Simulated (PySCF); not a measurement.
diarsenic (As2), SMILES [As]#[As]. Coordinates come from a B3LYP-D3(BJ)/def2-TZVP optimisation.

Computed equilibrium geometry at B3LYP-D3(BJ)/def2-TZVP (PySCF confirms it by a frequency run) as a Z-matrix, and its point group:
point group D∞h.
```
As
As 1 2.1041
```
Charge 0, spin multiplicity 1.
